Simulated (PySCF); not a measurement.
SMILES C[CH2][Bi]([SiH3])[CH2]C (C₄H₁₃BiSi), singlet, GFN2-xTB optimised geometry.

```
19

Bi     0.59    -0.97     2.01
C     -1.52    -1.02     1.12
C     -2.01     0.30     0.56
H     -2.20    -1.37     1.90
H     -1.51    -1.78     0.33
H     -1.36     0.64    -0.24
H     -2.02     1.06     1.34
H     -3.02     0.21     0.17
C      0.24     0.94     3.22
C     -0.72     0.72     4.37
H     -0.14     1.71     2.55
H      1.21     1.28     3.59
H     -0.34    -0.03     5.06
H     -1.69     0.39     4.01
H     -0.87     1.64     4.94
Si     1.56     0.38     0.00
H      1.15     1.78     0.00
H      1.16    -0.17    -1.29
H      3.02     0.38     0.00
```

Density from PBE0/def2-SVP, def2 effective core potentials past Kr (PySCF) at that geometry. The core electrons that the potentials of Bi replace are not part of the density.

Minimum of the electron density along straight lines between bonded atoms, close to the bond critical point (lines longer than 1.1 times the sum of covalent radii, or with two minima, are not listed):

| bond | length / Å | ρ at the minimum / e bohr⁻³ | ∇²ρ there / e bohr⁻⁵ | position (fraction from the first atom) |
|---|---|---|---|---|
| Bi1–C2 | 2.291 | 0.091 | 0.09 | 0.52 |
| C2–C3 | 1.516 | 0.245 | -0.55 | 0.50 |
| C2–H4 | 1.089 | 0.275 | -0.99 | 0.63 |
| C2–H5 | 1.089 | 0.275 | -0.99 | 0.63 |
| C3–H6 | 1.088 | 0.276 | -1.01 | 0.62 |
| C3–H7 | 1.087 | 0.277 | -1.01 | 0.62 |
| C3–H8 | 1.091 | 0.274 | -0.99 | 0.62 |
| Bi1–C9 | 2.288 | 0.091 | 0.09 | 0.52 |
| C9–C10 | 1.519 | 0.243 | -0.55 | 0.50 |
| C9–H11 | 1.086 | 0.277 | -1.01 | 0.63 |
| C9–H12 | 1.089 | 0.275 | -0.99 | 0.63 |
| C10–H13 | 1.089 | 0.276 | -1.00 | 0.62 |
| C10–H14 | 1.088 | 0.276 | -1.01 | 0.62 |
| C10–H15 | 1.091 | 0.274 | -0.99 | 0.62 |
| Bi1–Si16 | 2.609 | [?] | -0.04 | 0.52 |
| Si16–H17 | 1.459 | 0.116 | 0.33 | 0.49 |
| Si16–H18 | 1.462 | 0.116 | 0.34 | 0.49 |
| Si16–H19 | 1.463 | 0.116 | 0.33 | 0.49 |

What belongs in the gaps?


- Bi1–Si16, ρ at the minimum / e bohr⁻³: 0.074
